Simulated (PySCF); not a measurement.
# Cr(2+): excitation energy

Cr(2+) [Ar] 3d4 (5D) → Cr(2+) [Ar] 3d3 4s1 (5F), as a difference of total energies. All numbers are calculated (PySCF 2.14, no relativity, point nucleus, in aug-cc-pVTZ). Correlated levels: valence: [Ar] frozen. The calculations carry no spin-orbit coupling.

| method | excitation energy (cm⁻¹) |
| --- | --- |
| UHF | 49001 |
| LDA | 55081 |
| PBE | 53189 |
| PBE0 | 53760 |
| r2SCAN | 52186 |
| LC-wPBE | 56270 |
| M06-2X | 55172 |
| revPBE | 53552 |
| B2PLYP | 52231 |
| MP2 (valence) | 52184 |
| SCS-MP2 (valence) | 50062 |

A first-order spin-orbit estimate (lowest level to lowest level, LS coupling) adds -0.023 eV.
